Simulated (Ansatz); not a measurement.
A further run on ZrAu₆⁺ (the lowest doublet isomer of a short search).

```yaml
crystal:
  periodic: [false, false, false]
  atoms:
    - {symbol: Zr, position_ang: [-0.048453, -0.396392, 0.186326]}
    - {symbol: Au, position_ang: [-2.425201, -0.249357, 1.413417]}
    - {symbol: Au, position_ang: [1.080468, 0.141787, -2.252009]}
    - {symbol: Au, position_ang: [-0.963207, 1.996141, 1.160290]}
    - {symbol: Au, position_ang: [1.560334, -1.479232, 1.738785]}
    - {symbol: Au, position_ang: [-0.448029, -2.043312, -1.888420]}
    - {symbol: Au, position_ang: [1.244098, 2.030367, -0.358399]}
basis:
  gaussian: {orbitals: def2-SVPD, fitting: {mean_field: def2-universal-jkfit}}
total_charge: 1
magnetization: {spin_polarized: true, initial_magnetization: 1}
hamiltonian: {xc: {name: PBE0}}
correlation: {method: rpa}
scf: {omitted_lower_state_checks: [starts]}
```

```sh
$ ansatz run in.yaml --threads 4 --pin off --events-out ev --progress --plain --max-ram 4787MiB
```

It prints (some lines left out):

```
Functional definition: PBE0
  name "PBE0"
  cite "Adamo & Barone, J. Chem. Phys. 110, 6158 (1999) doi:10.1063/1.478522"
  cite "Perdew, Burke & Ernzerhof, Phys. Rev. Lett. 77, 3865 (1996) doi:10.1103/PhysRevLett.77.3865"
  parent pbe
  parameter a = 0.25
  parameter kappa = 0.804
  parameter beta = 0.06672455060314922
  exchange = (1 - a)*pbe_x(kappa = kappa, mu = beta*pi^2/3) + a*exact_x
  correlation = pbe_c(beta = beta)
these checks for a lower state are left out or cut short: starts
1737 factors; integrals over basis functions are off by at most 1.8e-2 eV
mean field evaluation 1: about -23430.2411 eV, gradient 4.9e1 eV
mean field evaluation 2: about -23430.2360 eV, gradient 4.9e1 eV
mean field evaluation 4: about -23437.3393 eV, gradient 2.0e1 eV
mean field evaluation 8: about -23439.1784 eV, gradient 1.8e-1 eV
mean field evaluation 16: about -23439.1791 eV, gradient 4.4e-3 eV
mean field -23439.17905407 eV, -861.3739425909 hartree, gradient 8.3e-6 eV, S^2 0.769637; 0 other end points of the search recorded, 0 dependent functions left out
reference -23267.41161790 eV, -855.0616057399 hartree; 63, 62 occupied and 181, 182 virtual orbitals, 1737 factors
Total energy: -23350.32553896 eV, -858.1086361378 hartree
Checks for a lower state left out: starts
```

Hardware: 4 threads of Arm Neoverse V2 on a shared host. Wall time 47 s, peak host memory 1.5 GiB.

In the def2 sets Au, Zr take a core potential; there is no spin–orbit coupling. Correlated methods freeze no core orbitals; core or outer-core shells of Zr, Au are correlated, in sets that lack core-valence functions.
